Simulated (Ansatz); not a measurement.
Species: C9H9NSi, SMILES `[SiH3]c1cccc2cccnc12` (charge 0, multiplicity 1).

Task: Give a relaxed geometry from PBE-D3(BJ)/def2-SVP in Ansatz (a program for electronic structure).

Result: the end point of this relaxation (outside a Z-matrix the atoms follow the SMILES, hydrogens last).
Z-matrix (Å, degrees):
```
C
N 1 1.3666
C 2 1.3238 1 118.42
H 3 1.1053 2 116.60 1 -180.00
C 3 1.4236 4 119.66 2 -180.00
C 5 1.3859 3 118.77 4 180.00
H 5 1.1000 6 121.34 3 180.00
H 6 1.1018 5 121.17 7 0.00
C 6 1.4235 8 119.47 5 -180.00
C 9 1.4249 6 123.80 8 0.00
C 10 1.3870 9 120.22 6 180.00
H 11 1.1007 10 119.96 9 180.00
H 10 1.1016 11 120.75 12 0.00
C 11 1.4229 12 119.45 10 180.00
C 14 1.3937 11 121.30 12 180.00
H 14 1.1017 15 119.79 1 -180.00
Si 15 1.8923 14 124.22 16 -0.01
H 17 1.5021 15 112.07 14 -118.15
H 17 1.5021 18 109.58 15 125.06
H 17 1.5094 18 108.21 19 117.79
```
